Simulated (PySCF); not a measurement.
Bonds (- single, = double, # triple, : aromatic): N1#C2 1.160 Å, C2-Si3 1.871 Å, Si3-O4 1.640 Å, Si3-O5 1.648 Å. Si3 carries H6; O4 carries H7; O5 carries H8.

Geometry: PBE0-D3(BJ)/def2-SVP; GIAO absolute shieldings from PySCF, gas phase, non-relativistic, averaged over equivalent atoms.

At wB97X-D/pcSseg-2 (229 basis functions, 28 s wall time on 1 thread of an Arm Neoverse V1, shared host):
| atoms | σ (ppm) |
| --- | --- |
| N1 | -95.3 |
| C2 | 52.7 |
| Si3 | 399.9 |
| O4/O5 | 270.0 |
| H6 | 26.74 |
| H7/H8 | 29.18 |

**Question.** Estimate the result of repeating the calculation with LDA/pcSseg-2.

**Answer.** 
```tsv
atoms	σ at LDA/pcSseg-2	change
N1	-97.9	-2.6
C2	48.7	-4.0
Si3	362.7	-37.2
O4/O5	246.6	-23.4
H6	25.72	-1.02
H7/H8	28.26	-0.92
```

The largest change is at Si3 (silicon bonded to C, 2 O, H). Cost: 229 basis functions, 22 s wall time on 1 thread of an Arm Neoverse V1, shared host.
